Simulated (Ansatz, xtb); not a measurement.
**Two isomers of CH2BBr**

We compare X, `C=BBr`, a singlet, with Y, `B=CBr`, a singlet. Both are isolated molecules in the gas phase, relaxed with B3LYP/6-31G*.

X (Å):

```yaml
atoms:
  - { symbol: C, position_ang: [0.2590, 0.6424, 0.8373] }
  - { symbol: B, position_ang: [-0.9143, -0.0511, 0.5939] }
  - { symbol: Br, position_ang: [-2.4842, -0.9790, 0.2683] }
  - { symbol: H, position_ang: [0.8080, 0.5434, 1.7711] }
  - { symbol: H, position_ang: [0.6926, 1.3222, 0.1072] }
```

Y (Å):

```yaml
atoms:
  - { symbol: C, position_ang: [-0.8038, 0.7436, 0.2708] }
  - { symbol: B, position_ang: [-0.0771, -0.2674, -0.3324] }
  - { symbol: Br, position_ang: [-2.2514, 1.2587, -0.9268] }
  - { symbol: H, position_ang: [-0.7747, 1.2971, 1.1969] }
  - { symbol: H, position_ang: [0.5047, -1.1216, -0.8870] }
```

Quicker runs give these differences E(Y) − E(X): GFN2-xTB +27.6 kcal/mol; HF/STO-3G +33.6 kcal/mol (at GFN2-xTB geometries); r2SCAN-D4/def2-SVP +37.2 kcal/mol (at GFN2-xTB geometries).

Estimate E(Y) − E(X) at the level CCSD(T)/def2-TZVPP.

Calculated at CCSD(T)/def2-TZVPP: E(Y) − E(X) = +33.7 kcal/mol, so structure X lies lower.

The same difference at several levels:

| level | geometry | E(Y) − E(X) (kcal/mol) | departure from the last row (kcal/mol) | job, with rough time for the two |
| --- | --- | --- | --- | --- |
| GFN2-xTB | GFN2-xTB | +27.6 | −6.1 | optimisation, 0.33 s |
| HF/STO-3G | GFN2-xTB | +33.6 | −0.1 | single point, 0.52 s |
| r2SCAN-D4/def2-SVP | GFN2-xTB | +37.2 | +3.6 | single point, 3.2 s |
| B3LYP/6-31G* | B3LYP/6-31G* | +31.2 | −2.5 | optimisation, 34 s |
| HF/def2-TZVPP | B3LYP/6-31G* | +32.7 | −0.9 | part of the CCSD(T) run |
| MP2/def2-TZVPP | B3LYP/6-31G* | +34.7 | +1.0 | part of the CCSD(T) run |
| CCSD(T)/def2-TZVPP | B3LYP/6-31G* | +33.7 |  | single point, 57 s |

As drawn, Y has 1 C–Br, 1 B–H in place of 1 B–Br, 1 C–H.

The levels shown agree on the order. The largest departure from CCSD(T)/def2-TZVPP is that of GFN2-xTB, 6.1 kcal/mol.

With harmonic frequencies from B3LYP/6-31G* (ideal gas, rigid rotor, one conformer each, 298.15 K, 1 atm): on the last row, ΔE + ΔZPE = +33.2, ΔH = +33.1, ΔG = +32.2 kcal/mol.

The correlated steps freeze 11 core orbitals; the filled d shell of Br is correlated, in a basis made for valence electrons. Codes used: Ansatz 0.2.0, xtb 6.7.1; the last row on 1 thread of Intel(R) Xeon(R) Platinum 8259CL CPU @ 2.50GHz (Skylake/Cascade Lake) on a shared host.
